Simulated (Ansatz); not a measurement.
Basis-set extrapolation for `BC[SiH2]BO` (PBE0-D4/def2-TZVP geometry, frozen core, Ansatz). Multiplicity 1, RHF reference.

|  | def2-TZVPP | def2-QZVPP |
| --- | --- | --- |
| HF | -455.788266 | -455.805248 |
| MP2 correlation | -0.745191 | -0.797502 |
| CCSD(T) correlation | -0.832074 | not run |

Energies in hartree. Use E(X) = E(∞) + A·exp(−7.88·√X) for Hartree–Fock and E(X) = E(∞) + B·X^(−2.97) for correlation, with X = 3 and 4, and add CCSD(T) minus MP2 of the smaller set to the MP2 limit.

What is the CCSD(T) energy at the basis-set limit?

HF limit: -455.805248 + (-0.016982) × 0.13774 = -455.80759. MP2 limit: -0.797502 + (-0.052311) × 0.74074 = -0.83625. Higher-order term: -0.832074 − (-0.745191) = -0.08688. Total: -456.73072 hartree, 289.8 kJ/mol below CCSD(T)/def2-TZVPP.
